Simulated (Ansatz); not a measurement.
```
atom   x (Å)   y (Å)    z (Å)
   B  0.0000  0.0000  -0.7469
   F  0.0000  0.0000   0.4150
```

Basis set: def2-TZVP (spherical functions). Left uncorrelated: 2 orbitals. Charge 0, multiplicity 1.

Computed with Ansatz (development build ahead of 0.2.0); each method stands on the lowest determinant of its kind that the runs found. Restricted open shells among the atoms or ions are ROHF, correlated in semicanonical orbitals with singles.

Question: Give the atomization energy at this shape (free ground-state atoms in the same class of orbitals less the molecule, no zero-point energy) of singlet BF by RHF-MP2, RHF.

Answer:

```
 method  atomization energy
RHF-MP2             7.68 eV
    RHF             5.91 eV
```

Caution: the shape is not the minimum.
